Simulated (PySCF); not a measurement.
A structure optimised at PBE-D3(BJ)/def2-SVP, used in a PySCF frequency run:

```
N
B 1 1.4065
F 2 1.3446 1 120.45
C 1 1.4513 2 124.57 3 180.00
H 4 1.1044 1 110.22 2 0.00
H 4 1.1132 5 108.59 1 121.74
H 4 1.1132 5 108.59 6 116.52
C 1 1.4553 2 120.95 3 0.00
H 8 1.1045 1 110.26 2 0.00
H 8 1.1131 9 108.52 1 121.75
H 8 1.1131 9 108.52 10 116.50
Cl 2 1.7835 3 117.12 9 180.00
```

### Question
Write its SMILES, formula and point group.

### Answer
CN(C)B(F)Cl, C2H6BClFN, Cs

### Question
What are its rotational constants (standard atomic weights)?

### Answer
4.0331, 2.1317, 1.4200 GHz
